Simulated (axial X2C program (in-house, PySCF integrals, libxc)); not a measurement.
**Spin–orbit effects down a group: molecules with F (ions), HF**

Calculated with an in-house relativistic program for diatomic molecules, spin-free (one-electron X2C) or two-component (2c: spin–orbit coupling with atomic mean-field Coulomb and Gaunt terms, which also bring small scalar terms), in Dyall basis sets with cores contracted in-house; open shells are unrestricted.

Basis sets: Be dyall-av3z, Ca dyall-acv3z, F dyall-av3z, Mg dyall-av3z, Sr dyall-acv3z.

```tsv
molecule	spin-free state	Re (Å)	ωe (cm⁻¹)	De (eV)	2c state	Re 2c (Å)	ωe 2c (cm⁻¹)	De 2c (eV)
BeF⁻	M_S = 0, Λ = 0	1.392	1132.0	3.80	Ω = 0	1.392	1132.0	3.80
MgF⁻	M_S = 0, Λ = 0	1.796	621.1	2.71	Ω = 0	1.796	620.9	2.71
CaF⁻	M_S = 0, Λ = 0	2.030	513.1	3.23	Ω = 0	2.030	513.0	3.23
SrF⁻	M_S = 0, Λ = 0	2.153	438.2	3.19	Ω = 0	2.153	438.1	3.19
```

Fragments in 2c: F- + Be, Mg + F-, Ca + F-, Sr + F-. Each entry is the lowest single determinant of a limited PBE0 search at one distance. De goes to single-determinant-based atoms at the same level (for ions the charge split of lowest energy) and is withheld (n/a) where an atom does not fit its ground term or J level. Main or longest-lived isotopes.
